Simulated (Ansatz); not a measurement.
One change: CH₃NH₂ becomes `NC[TeH]`.

Ansatz, PBE0-D4/def2-TZVP geometries, multiplicity 1. Each molecule was computed in one conformer, which needn't be the lowest.

Elements past krypton have def2 core potentials.

```csv
property,CH₃NH₂
"ideal-gas entropy at 298 K and 1 bar (rigid rotor, harmonic PBE0-D4/def2-TZVP) / J/(mol·K)",240
LUMO energy (PBE0/def2-TZVPP) / eV,1.16
HOMO energy (PBE0/def2-TZVPP) / eV,-6.79
zero-point energy (PBE0-D4/def2-TZVP) / kJ/mol,168.5
LUMO energy (ωB97M-V/def2-TZVPP) / eV,2.54
HOMO–LUMO gap (PBE/def2-TZVPP) / eV,5.61
```

(1) Give the same properties after the change, and the shifts. (An estimate is asked.)

Results:

(1) Computed: 
```csv
property,`NC[TeH]`,shift
"ideal-gas entropy at 298 K and 1 bar (rigid rotor, harmonic PBE0-D4/def2-TZVP) / J/(mol·K)",310,70
LUMO energy (PBE0/def2-TZVPP) / eV,-0.56,-1.72
HOMO energy (PBE0/def2-TZVPP) / eV,-6.01,0.78
zero-point energy (PBE0-D4/def2-TZVP) / kJ/mol,160.4,-8.1
LUMO energy (ωB97M-V/def2-TZVPP) / eV,1.23,-1.31
HOMO–LUMO gap (PBE/def2-TZVPP) / eV,3.57,-2.04
```

With PBE0 the HOMO rises by 0.78 eV and the LUMO falls by 1.72 eV, so the gap narrows by about 2.50 eV. PBE moves the HOMO by 0.31 eV and ωB97M-V by 1.09 eV. The zero-point energy changes by -8.1 kJ/mol with +3 modes.

Spin–orbit coupling is left out; it splits and shifts lone-pair levels of the heavy atoms by tenths of an eV.
